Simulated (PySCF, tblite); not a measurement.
Species: C6H10O.
Z-matrix (Å and degrees, GFN2-xTB geometry), rows numbered from 1:
```
C 
C   1  1.3268
C   2  1.4822  1  121.17
O   3  1.2093  2  122.43  1     2.07
C   3  1.5218  2  114.72  1  -179.03
C   5  1.5333  3  107.73  2   -77.60
C   5  1.5246  3  110.94  2   160.90
H   1  1.0784  2  119.78  3    -0.48
H   1  1.0768  2  122.85  3   179.42
H   2  1.0808  1  121.66  3  -179.10
H   5  1.0955  3  108.53  2    40.11
H   6  1.0878  5  110.01  3   177.63
H   6  1.0877  5  109.85  3   -62.92
H   6  1.0879  5  111.25  3    57.21
H   7  1.0873  5  110.55  3   175.77
H   7  1.0876  5  110.42  3   -63.72
H   7  1.0871  5  109.80  3    55.47
```

Theory: PBE0/pcSseg-1 in PySCF (dipole) on a GFN2-xTB geometry, gas phase.

Masses are those of the commonest isotopes; rigid-rotor values at the optimised geometry. The values belong to one conformer with, in the numbering `[CH2:1]=[CH:2][C:3](=[O:4])[CH:5]([CH3:6])[CH3:7]`, C1–C2–C3–O4 2°, C2–C3–C5–C6 -78°.

What are A, B and C (MHz)?

Ia = 106.47, Ib = 282.40, Ic = 340.68 u·Å²; 505379 MHz·u·Å²/I gives A = 4747, B = 1790, C = 1483 MHz.

What kind of rotor is it?

An asymmetric top; Ray's κ = -0.812.

What does the inertial defect say?

Not planar: Δ = Ic − Ia − Ib = -48.19 u·Å². For a rigid frame Δ = −2 Σ m c², so Σ m c² = 24.10 u·Å² lies off the ab plane: 8.30 from hydrogen and 15.79 from heavier atoms. The atom farthest from that plane is 1.60 Å away.

List the rotational levels J(Ka,Kc) to J = 2 (MHz).

Above 0(0,0):
J = 1: 1(0,1) 3273, 1(1,1) 6230, 1(1,0) 6536
J = 2: 2(0,2) 9797, 2(1,2) 12470, 2(1,1) 13388, 2(2,1) 22259, 2(2,0) 22282
The levels of one J sum to (2J + 1)J(J + 1)(A + B + C)/3.

Predict some low-J microwave lines.

The dipole components are |μa| = 0.15 D, |μb| = 2.40 D, |μc| = 1.14 D. Intensities carry the squares of the components, which stand as 0.00 : 1.00 : 0.23 (a : b : c). Some lines, for components of 0.1 D or more:

| type | branch | J(Ka,Kc) | MHz | lower level (cm⁻¹) |
| --- | --- | --- | --- | --- |
| a | Q | 1(1,0) ← 1(1,1) | 306 | 0.208 |
| c | Q | 4(1,4) ← 4(0,4) | 1854 | 1.081 |
| a | Q | 4(1,3) ← 4(1,4) | 3054 | 1.143 |
| c | Q | 3(2,2) ← 3(1,2) | 8426 | 0.789 |
| b | Q | 2(2,1) ← 2(1,2) | 9789 | 0.416 |
| b | R | 4(0,4) ← 3(1,3) | 10583 | 0.728 |
| a | R | 4(0,4) ← 3(0,3) | 12873 | 0.651 |
| a | R | 5(3,2) ← 4(3,1) | 16454 | 2.028 |
| b | R | 3(2,2) ← 2(1,1) | 18690 | 0.447 |
| c | R | 3(2,1) ← 2(1,1) | 18802 | 0.447 |
| c | R | 3(2,2) ← 2(1,2) | 19608 | 0.416 |
| b | Q | 5(4,2) ← 5(3,3) | 21715 | 2.575 |
| c | Q | 4(4,1) ← 4(3,1) | 21725 | 2.028 |
| b | Q | 4(4,0) ← 4(3,1) | 21725 | 2.028 |
| b | R | 5(2,4) ← 4(1,3) | 24160 | 1.244 |
| b | R | 3(3,1) ← 2(2,0) | 25360 | 0.743 |
| c | R | 4(3,2) ← 3(2,2) | 28698 | 1.070 |

Estimate the classical rotational partition function at 25 K, 200 K and 500 K.

Point group C1, symmetry number σ = 1; q = (√π/σ)·√((kT/h)³/(ABC)), k/h = 20836.6 MHz/K: 5940 at 25 K, 134000 at 200 K, 531000 at 500 K.

Its GFN2-xTB frequencies are all real (lowest 39 cm⁻¹). Zero-point vibration and centrifugal distortion are left out. A rigid rotor knows nothing of internal rotation, which can split or shift real lines.

The run took 25 s of wall time on an x86-64 server with one thread, no GPU (shared host). This is the PBE0/pcSseg-1 job that gave the dipole, with the shieldings it also computed.
